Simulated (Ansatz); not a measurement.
Process, species as SMILES: [BH] (BH) (closed-shell singlet) → B atom + H atom
B3LYP-D3(BJ)/def2-TZVP geometries, fixed; electronic energies without zero-point terms.

Basis-set convergence of the atomisation energy at HF with Ansatz (an electronic-structure program). All functions are spherical. A restricted Hartree-Fock determinant is unstable towards unrestricted orbitals. Open shells are unrestricted. No added dispersion term, no relativity. Functions are those of the species that has most. Reference: the value in aug-cc-pV5Z, 61.79 kcal/mol, itself unsure by roughly 0.05 kcal/mol (its mean distance from pcseg-4, aug-pcseg-3, aug-cc-pVQZ). Deviations are taken from unrounded values.

| basis | functions | atomisation energy (kcal/mol) | minus reference (kcal/mol) |
|---|---|---|---|
| cc-pVDZ | 19 | 60.30 | -1.49 |
| aug-cc-pVDZ | 32 | 60.57 | -1.22 |
| cc-pVTZ | 44 | 61.53 | -0.26 |
| jun-cc-pV(T+d)Z | 53 | 61.61 | -0.18 |
| aug-cc-pVTZ | 69 | 61.62 | -0.16 |
| cc-pVQZ | 85 | 61.73 | -0.06 |
| aug-cc-pVQZ | 126 | 61.77 | -0.02 |
| cc-pV5Z | 146 | 61.77 | -0.02 |
| aug-cc-pV5Z | 207 | 61.79 | 0.00 |

The smallest set listed that lies within 1 kcal/mol of the reference with all its larger relatives (same family, alike in diffuse functions; a set with none counts only in the reference's own line) is cc-pVTZ (44 functions, -0.26 kcal/mol off).
